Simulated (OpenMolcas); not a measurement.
A run on Co2+ among 3 point charges of -2 e arranged as a planar triangle (D3h), 1.89 Å from the ion.

- Program: OpenMolcas
- Method: CASSCF
- Basis: ANO-RCC-VDZP [5s4p2d1f]
- Scalar Hamiltonian: DKH2, point nucleus
- Active space: 7 electrons in 5 orbitals (3d)
- State averaging: 2S+1 = 4 even, 10 roots; 2S+1 = 2 even, 40 roots
- Spin-orbit coupling: state interaction with AMFI integrals over the reference wave functions

34 basis functions. Blocks (2S+1, parity, CSFs, roots kept): 4, even, 10, 10; 2, even, 40, 40.

Problem. How long do the RASSCF and RASSI steps take on 1 thread of Intel(R) Xeon(R) Platinum 8259CL CPU @ 2.50GHz (Skylake/Cascade Lake), on a shared host?

Solution. About 15 s of wall time, without the integral step.
